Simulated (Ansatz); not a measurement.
Consider the redistribution: `[OH][W]([F])([F])(=[S])[Cl]` + `BBCl` → `[F][W]([F])(=[S])([Cl])[Cl]` + `BBO`.

Computed with Ansatz on PBE0-D4/def2-TZVP structures; ΔE is electronic, products minus reactants. CCSD(T)/CBS adds triple-zeta CCSD(T) − MP2 to the extrapolated MP2 energy (def2 sets, frozen cores). DFT in def2-TZVPP. B3LYP here is the variant with VWN-RPA as its local correlation; programs differ in this. HSE06 is defined as in plane-wave codes. def2 core potentials past Kr. For W outer-core shells are correlated without core-valence functions, which leaves a few kJ/mol of doubt a bond. One conformer a species, not always the lowest.

`[OH][W]([F])([F])(=[S])[Cl]`:

Cartesian coordinates in Å:
```
O -0.078 -0.412 -1.478
W 0.010 0.177 0.280
F 1.065 1.584 -0.475
F -1.019 1.595 0.851
S -1.266 -1.314 1.127
Cl 1.882 -0.432 1.376
H -0.595 -1.198 -1.680
```

`BBCl`:

```xyz
6

B    -0.055    0.777    0.403
B     0.114   -0.756   -0.196
Cl   -0.333   -1.035   -1.868
H    -1.074    1.142    0.918
H     0.832    1.579    0.336
H     0.516   -1.707    0.407
```

`[F][W]([F])(=[S])([Cl])[Cl]`:

```xyz
6

F    -0.725   -0.880   -1.526
W    -0.029   -0.069   -0.009
F    -1.476   -0.881    0.821
S     1.644   -1.198    0.526
Cl   -0.194    1.513    1.616
Cl    0.781    1.514   -1.427
```

`BBO`:

Z-matrix (Å, degrees):
```
B
B 1 1.671
H 1 1.200 2 122.0
H 1 1.200 2 122.0 3 -174.5
O 2 1.357 1 123.3 3 -92.7
H 2 1.214 1 118.1 3 87.3
H 5 0.960 2 113.4 1 -180.0
```

Problem. Is it downhill or uphill in electronic energy at CCSD(T)/CBS, and by how much? (Estimate.)

Solution. Ansatz gave: Downhill: ΔE = -23.8 kcal/mol.

Problem. What do these levels give: BLYP-D4, r2SCAN-D4, PBE0-D4, B3LYP-D4, PBE-QIDH, r2SCANh, HSE06, HF/def2-SVP, MP2/def2-TZVPP, HF/def2-QZVPP, SCS-MP2/def2-QZVPP, MP2/CBS(def2)? (Estimate.)

Solution. The calculation gave: BLYP-D4 -24.7, r2SCAN-D4 -24.5, PBE0-D4 -25.2, B3LYP-D4 -25.6, PBE-QIDH -25.3, r2SCANh -24.9, HSE06 -24.9, HF/def2-SVP -29.0, MP2/def2-TZVPP -25.4, HF/def2-QZVPP -26.9, SCS-MP2/def2-QZVPP -24.8, MP2/CBS(def2) -25.7 kcal/mol.

Problem. What do rigid-rotor, harmonic-oscillator terms from PBE0-D4/def2-TZVP frequencies (298.15 K, 1 bar) make of the CCSD(T)/CBS value? (An estimate is asked.)

Solution. Computed: ΔZPE = +1.0 kcal/mol, ΔH = -22.9 kcal/mol, ΔS = -11 J/(mol·K), ΔG = -22.1 kcal/mol.

Largest T1 diagnostic among the species: 0.022, so the coupled-cluster value is less sure than usual.

In def2-TZVPP, CCSD(T) changes the Hartree–Fock value by +3.2 kcal/mol (the triples alone add +0.8 kcal/mol) and MP2 by +1.2 kcal/mol. At CCSD(T), def2-SVP lies −2.0 kcal/mol from the extrapolated value and def2-TZVPP +0.3 kcal/mol. From r2SCAN to r2SCAN0 (25 % exact exchange), in def2-TZVPP and without D4, ΔE moves by −1.0 kcal/mol.
